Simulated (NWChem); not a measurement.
System meant: CH$_{4}$BeOS; SMILES C[S][Be][OH]

Input file for NWChem:

```
start job
memory heap 200 mb stack 900 mb global 1100 mb
geometry units angstroms noautosym nocenter noautoz
  Be     0.171157    -1.096563    -0.132380
  O     -0.240809    -2.453623    -0.196592
  H     -0.336417    -3.068608     0.536216
  S      0.762980     0.718477    -0.071644
  C     -0.844429     1.641900     0.019395
  H     -1.454885     1.468400    -0.869111
  H     -0.591717     2.703178     0.068581
  H     -1.409028     1.374984     0.915200
end
basis spherical
  * library def2-svp
end
dft
  xc xtpss03 ctpss03
  iterations 150
end
property
  shielding
end
task dft property
```

End of the output:

```
 Vector   22  Occ=0.000000D+00  E= 1.003585D-02
              MO Center=  7.0D-02, -8.1D-01, -2.0D-01, r^2= 4.3D+00
   Bfn.  Coefficient  Atom+Function         Bfn.  Coefficient  Atom+Function
  ----- ------------  ---------------      ----- ------------  ---------------
     9      0.631726  1 Be pz                 6     -0.518673  1 Be pz
    41     -0.336498  4 S  pz                72      0.318614  8 H  s
    25     -0.286524  3 H  s                 62     -0.286595  6 H  s
    55     -0.273199  5 C  pz                 8     -0.198112  1 Be py
    12      0.181174  2 O  s                 38     -0.170505  4 S  pz

 center of mass
 --------------
 x =   0.21042738 y =  -0.10240747 z =  -0.14855238

 moments of inertia (a.u.)
 ------------------
         639.565187096270         -15.753748247393           3.571356811589
         -15.753748247393         123.022092059650         -21.281796166207
           3.571356811589         -21.281796166207         745.492704671305

     Multipole analysis of the density
     ---------------------------------

     L   x y z        total         alpha         beta         nuclear
     -   - - -        -----         -----         ----         -------
     0   0 0 0     -0.000000    -19.000000    -19.000000     38.000000

     1   1 0 0     -0.623397     -2.302728     -2.302728      3.982059
     1   0 1 0     -0.186015      0.086753      0.086753     -0.359520
     1   0 0 1      0.519053      2.604019      2.604019     -4.688985

     2   2 0 0    -23.456266    -45.187263    -45.187263     66.918260
     2   1 1 0     -2.037221     -0.638826     -0.638826     -0.759568
     2   1 0 1     -0.392647      1.465710      1.465710     -3.324068
     2   0 2 0    -20.501531   -185.548233   -185.548233    350.594935
     2   0 1 1     -3.132483     -5.725033     -5.725033      8.317583
     2   0 0 2    -23.235244    -15.811558    -15.811558      8.387873

          -----------------------------------------
          Chemical Shielding Tensors (GIAO, in ppm)
          -----------------------------------------

 ------------------------------------------------------------------------
  xtpss03: d2 not coded                    0
 ------------------------------------------------------------------------
 ------------------------------------------------------------------------
  current input line :
    23: task dft property
 ------------------------------------------------------------------------
 ------------------------------------------------------------------------
 This error has not yet been assigned to a category
 ------------------------------------------------------------------------
 For more information see the NWChem manual at https://nwchemgit.github.io

0: xtpss03: d2 not coded:Received an Error in Communication
```

Q: Find the fault in this run and fix the input.

A: The program stopped with an error. Cause: this functional's second derivatives, which shieldings need, aren't coded here; the fix takes a hybrid GGA instead. This input runs:
```
start job
memory heap 200 mb stack 900 mb global 1100 mb
geometry units angstroms noautosym nocenter noautoz
  Be     0.171157    -1.096563    -0.132380
  O     -0.240809    -2.453623    -0.196592
  H     -0.336417    -3.068608     0.536216
  S      0.762980     0.718477    -0.071644
  C     -0.844429     1.641900     0.019395
  H     -1.454885     1.468400    -0.869111
  H     -0.591717     2.703178     0.068581
  H     -1.409028     1.374984     0.915200
end
basis spherical
  * library def2-svp
end
dft
  xc pbe0
  iterations 150
end
property
  shielding
end
task dft property
```
It converges to -528.24253 Ha (PBE0/def2-SVP, GIAO).
